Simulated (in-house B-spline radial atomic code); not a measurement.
**Xe³⁺: [Kr] 4d10 5s2 5p3**

All numbers are computed (non-relativistic B97-1, spin-polarised, spherical fractional occupations; point nucleus) with a B-spline radial code for spherical atoms, not measured.

Z_r = [3n² - l(l+1)]/(2<r>); Z_e = n√(-2ε); the last column is Slater's effective charge. Values are occupation-weighted means over spin.

```json
{"shell": "1s", "electrons": "2", "ε (eV)": "-33039", "<r> (bohr)": "0.02814", "Z_r": "53.30", "Z_e": "49.28", "Slater": "53.70"}
{"shell": "2s", "electrons": "2", "ε (eV)": "-5060.4", "<r> (bohr)": "0.121", "Z_r": "49.59", "Z_e": "38.57", "Slater": "49.85"}
{"shell": "2p", "electrons": "6", "ε (eV)": "-4761.6", "<r> (bohr)": "0.103", "Z_r": "48.52", "Z_e": "37.41", "Slater": "49.85"}
{"shell": "3s", "electrons": "2", "ε (eV)": "-1068.6", "<r> (bohr)": "0.3201", "Z_r": "42.17", "Z_e": "26.59", "Slater": "42.75"}
{"shell": "3p", "electrons": "6", "ε (eV)": "-941.91", "<r> (bohr)": "0.3105", "Z_r": "40.26", "Z_e": "24.96", "Slater": "42.75"}
{"shell": "3d", "electrons": "10", "ε (eV)": "-707.25", "<r> (bohr)": "0.281", "Z_r": "37.36", "Z_e": "21.63", "Slater": "32.85"}
{"shell": "4s", "electrons": "2", "ε (eV)": "-222.05", "<r> (bohr)": "0.7457", "Z_r": "32.19", "Z_e": "16.16", "Slater": "26.25"}
{"shell": "4p", "electrons": "6", "ε (eV)": "-176.55", "<r> (bohr)": "0.7766", "Z_r": "29.62", "Z_e": "14.41", "Slater": "26.25"}
{"shell": "4d", "electrons": "10", "ε (eV)": "-98.141", "<r> (bohr)": "0.8664", "Z_r": "24.24", "Z_e": "10.74", "Slater": "14.85"}
{"shell": "5s", "electrons": "2", "ε (eV)": "-49.26", "<r> (bohr)": "1.823", "Z_r": "20.57", "Z_e": "9.51", "Slater": "9.30"}
{"shell": "5p", "electrons": "3", "ε (eV)": "-39.024", "<r> (bohr)": "2.016", "Z_r": "18.11", "Z_e": "8.47", "Slater": "9.30"}
```

The least bound orbital is 5p up at -39.02 eV, and it is also the most diffuse (<r> = 2.016 bohr).

The density falls to 0.001 bohr⁻³ at 3.653 bohr; Σ<r²> = 37.136 bohr² gives, by the non-relativistic formula and without the paramagnetism of open shells, a Langevin diamagnetic susceptibility of -29.41×10⁻⁶ cm³/mol.
